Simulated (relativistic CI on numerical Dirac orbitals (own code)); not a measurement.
**P4+: sensitivity of the levels to the model**

Base calculation: Dirac-Coulomb-Breit CI, separate exchange-only KLI orbitals for each configuration, model QED (radiative potential, 1s self-energy scaled to tabulated hydrogen-like ionisation energies), valence Slater integrals scaled by 0.85, P86 correlation energy added to each configuration.

CI space (outside the closed core [Ne]): 3s, 3p, 3d, 4s, 4p, 4d, 4f, 5s, 5p, 5d, 5f, 5g, 6s, 6p, 6d, 7s, 7p. Levels of other configurations are missing.

Variants: (1) Slater integrals left unscaled; (2) no correlation estimate; (3) configuration mixing switched off; (4) one mean potential for all configurations. Shifts of the energy above 3s 2S_1/2, in cm⁻¹, for the lowest level and the first level of each name with at least 55 % of one term (blank where a level changes its place among those of its configuration and J or its character, or is not in the variant):

```tsv
Level	Base	Δ(1)	Δ(2)	Δ(3)	Δ(4)	Measured
3s 2S_1/2	0	0	0	0	0	0
3p 2P°_1/2	88465	0	-291	0	-1	88652
3p 2P°_3/2	89238	0	-291	0	-1	89447
3d 2D_5/2	203598	0	-441	+2	-2	
3d 2D_3/2	203601	0	-441	+3	-3	
4s 2S_1/2	270907	0	-471	-3	+253	272959
4p 2P°_1/2	302312	0	-722	-2	+212	304161
4p 2P°_3/2	302584	0	-722	-2	+216	304445
4d 2D_5/2	343477	0	-725	-2	+181	
4d 2D_3/2	343480	0	-725	-2	+179	
4f 2F°_5/2	352261	0	-3336	-3	+595	
4f 2F°_7/2	352265	0	-3336	-3	+595	
5s 2S_1/2	374145	0	-796	-4	+455	376645
5p 2P°_1/2	388779	0	-942	-4	+420	391118
5p 2P°_3/2	388906	0	-942	-4	+423	391252
5d 2D_5/2	408327	0	-959	-5	+376	
5d 2D_3/2	408329	0	-959	-6	+374	
5f 2F°_5/2	414013	0	-3334	-3	+601	
5f 2F°_7/2	414015	0	-3334	-3	+601	
5g 2G_7/2	414082	0	-3323	-3	+642	
5g 2G_9/2	414083	0	-3323	-3	+642	
6s 2S_1/2	424736	0	-1151	-4	+538	427185
```

At this charge configurations can still be misplaced by up to about 7 % of their energy. 14 of the 14 excited levels that our extract of the measured tables holds in this range could be paired (the sources list more); they are missed by 1933 cm⁻¹ on average and 2501 at most, and levels without a partner can miss by more.

Measured levels: Martin, Zalubas and Musgrove, J. Phys. Chem. Ref. Data 14, 751 (1985).

Ionisation energy from the two ground configurations alone: base 64.95 eV; no correlation estimate 64.53 eV. The NIST ASD value (measured) is 65.0251 eV.
